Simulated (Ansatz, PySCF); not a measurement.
Caution: the highest occupied level lies above zero, so the state may not be bound. This triplet is an excited state, 1.12 eV above the relaxed singlet at the level frozen-core CCSD(T)/aug-cc-pVTZ // B3LYP-D3(BJ)/def2-TZVPD (Ansatz, an electronic-structure program).

B3LYP has the VWN-RPA correlation part, as in Gaussian. 

**H3AlN, SMILES `[NH2][AlH-]` (excited triplet) (charge -1, multiplicity 3)**

All values below come from B3LYP-D3(BJ)/def2-TZVPD (PySCF).

| Quantity | Value |
|---|---|
| highest occupied spin orbital | 1.89 eV |
| total energy | -8136.70 eV |
| cost | very roughly 26 core-seconds |

```xyz
5

N     -0.7065     0.0730    -0.1371
Al     1.0043    -0.2490     0.5505
H     -1.3060    -0.7217    -0.3191
H     -1.2709     0.7896     0.3011
H      2.2791     0.1082    -0.3954
```
Charge -1, spin multiplicity 3.
